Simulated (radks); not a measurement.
Task: These are the eigenvalues of the occupied orbitals of an atom or ion with whole-number occupations (eV). All-electron calculation, scalar-relativistic Kohn-Sham, BLYP, spin-polarised, spherical densities, finite nucleus; Fermi nuclear charge, rms radius of each element as measured or else 0.836 A^(1/3) + 0.57 fm. Program: a radial shooting solver on a logarithmic mesh with Libxc functionals.

| orbital | eigenvalue |
|---|---|
| 1s | -7087.352 |
| 2s | -1596.055 |

Which element is it, and in what charge state? The configuration may be excited. Open shells, if any, are filled with parallel spins first.

Result: Z = 24, chromium, charge +20: Cr20+ in [He] 2s2. The 1s level, -260.46 hartree, gives Z - s = 22.8 by -(Z - s)^2/2, which with screening and relativity narrows Z to a few neighbours, and with so few levels the electron count can be read from the list.
